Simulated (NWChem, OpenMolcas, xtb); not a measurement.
SiClOF2 (SMILES [O][Si](F)(F)Cl): the vertical energy of the quartet above the doublet, rung by rung

SiClOF2: 5 atoms, total charge 0, spin state doublet. SMILES: `[O][Si](F)(F)Cl`. Geometry: relaxed at PBE0-D4/def2-TZVP.

```
atom    x (Å)    y (Å)    z (Å)
   O  -0.1731   0.0487   1.6224
  Si   0.0710  -0.0922   0.0056
   F  -0.3746  -1.4933  -0.5427
   F   1.5817   0.0744  -0.3839
  Cl  -1.0551   1.3887  -0.7428
```

Each level gives the vertical energy of the quartet above the doublet (eV). The values are calculated.

```tsv
level	kind	program	value (eV)	less CCSD(T)/def2-SVP	CPU time (all runs)
GFN0-xTB	semi-empirical	xtb	6.62	-2.91	under 2 s
UHF/def2-SVP	Hartree–Fock	NWChem	9.39	-0.14	75 s
USVWN5/def2-SVP	LDA	OpenMolcas	7.98	-1.55	67 s
UBLYP/def2-SVP	GGA	OpenMolcas	8.02	-1.51	92 s
U-r2SCAN/def2-SVP	meta-GGA	OpenMolcas	8.49	-1.04	1.8 min
UTPSS/def2-SVP	meta-GGA	OpenMolcas	8.07	-1.46	1.9 min
UB3LYP/def2-SVP	global hybrid	OpenMolcas	8.63	-0.90	82 s
UMP2/def2-SVP	perturbation theory	NWChem	9.96	+0.43	89 s
ROCCSD(T)/def2-SVP	coupled cluster or CI	OpenMolcas	9.53	0.00	2.8 min
```

Differences are taken from ROCCSD(T)/def2-SVP for orientation; it has basis-set and higher-order errors of its own. The values span 6.62 to 9.96 eV. GFN0-xTB: no spin polarisation, so open shells miss the exchange term that lowers them. CPU times are rough (shared hosts, several kinds of processor and program).
